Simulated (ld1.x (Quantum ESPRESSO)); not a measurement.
lutetium: RRKJ pseudisation with PBE, scalar-relativistic reference atom.

| Item | Value |
| --- | --- |
| Element | lutetium |
| Generator | ld1.x (Quantum ESPRESSO) 7.5 |
| Type | norm-conserving RRKJ (Kleinman–Bylander form) |
| Functional | PBE |
| Relativity | scalar-relativistic |
| Frozen core | [Kr] 4d10 4f14 |
| Valence charge | 11 |
| Reference configuration | 5s2 5p6 5d1 6s1 6p0 (charge +1) |
| Partial waves | 5p (bound): rc 2.20 bohr; 5d (bound): rc 2.90 bohr; 5s (bound): rc 1.25 bohr |
| Local potential | the s channel |
| Core correction | none |

Occupied shells without a wave of their own: 6s. They enter only through the test configuration that unscreens the potential.

(1) Estimate the cutoffs (Ry, on a coarse ladder) from which the occupation-weighted sum of valence levels, in a spherical-Bessel basis at the reference potential, stays within 10 and 1 mRy of its value at 400 Ry.

(2) What does a ghost test show?

(3) Which valence shell sets the plane-wave cutoff?

(4) Tests: 5s2 5p6 5d1 6s2 6p0; 5s2 5p6 5d1 6s0 6p0; 5s2 5p6 5d0 6s0 6p0; 5s2 5p6 5d1 6s0 6p2; 5s2 5p6 5d2 6s0 6p0; 5s2 5p6 5d1 6s1.5 6p0; 5s2 5p6 5d0 6s2 6p0. Which has the largest error in its energy relative to the reference configuration, and how large is it?

## Answers

(1) 90 Ry and 160 Ry.

(2) No extra level below or beside the all-electron valence levels (p, d, s, f tested).

(3) 5s: its level needs 140 Ry to come within 1 mRy, against 90 Ry for 6s.

(4) 5s2 5p6 5d0 6s0 6p0, with -108 meV (all-electron minus pseudo) on +33.24 eV.
